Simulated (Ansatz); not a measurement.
SnH2 (SMILES [H][Sn][H]): the vertical energy of the triplet above the singlet, rung by rung

The species is SnH2 (3 atoms), meant as a singlet with charge 0. As SMILES, `[H][Sn][H]`. The shape comes from GFN2-xTB, which is rough for such elements, and wasn't checked as a minimum.

```xyz
3

Sn    0.0052   -0.0089   -0.8701
H     1.2365   -0.0178    0.4428
H    -1.2416    0.0266    0.4273
```

Quantity: the vertical energy of the triplet above the singlet, in eV. The values are calculated.

```csv
level,kind,program,value (eV),less FCI/STO-3G,CPU time (all runs)
SVWN5/STO-3G,LDA,Ansatz,1.32,+0.35,2.1 s
revPBE/STO-3G,GGA,Ansatz,1.24,+0.27,3.2 s
BHLYP/STO-3G,global hybrid,Ansatz,1.34,+0.37,3.6 s
CAM-B3LYP/STO-3G,range-separated hybrid,Ansatz,1.34,+0.37,4.1 s
wB97X/STO-3G,range-separated hybrid,Ansatz,1.31,+0.34,14 s
B2PLYP/STO-3G,double hybrid,Ansatz,1.28,+0.31,4.3 s
RPA@PBE/STO-3G,RPA,Ansatz,1.31,+0.34,4 s
MP2/STO-3G,perturbation theory,Ansatz,0.90,-0.07,0.94 s
CCSD/STO-3G,coupled cluster or CI,Ansatz,0.98,+0.01,1.1 s
FCI/STO-3G,exact in the basis,Ansatz,0.97,0.00,1.4 s
```

FCI/STO-3G is exact within its basis and frozen core, so for wave-function methods in that basis the difference is their error; functionals converge differently with the basis, so for them it is only a difference. All-electron rows without a relativistic Hamiltonian named are non-relativistic. Spin-orbit coupling, which can split open shells on such heavy atoms by tenths of an eV, is left out. The values span 0.90 to 1.34 eV. All rows use very small basis sets, so even the best lies far from the true value. In the correlated wave-function rows the outer d shell of Sn is correlated, in sets not made for it. Times are those of the runs behind each value, whatever else they computed, on shared processors of several kinds: orders of magnitude only.
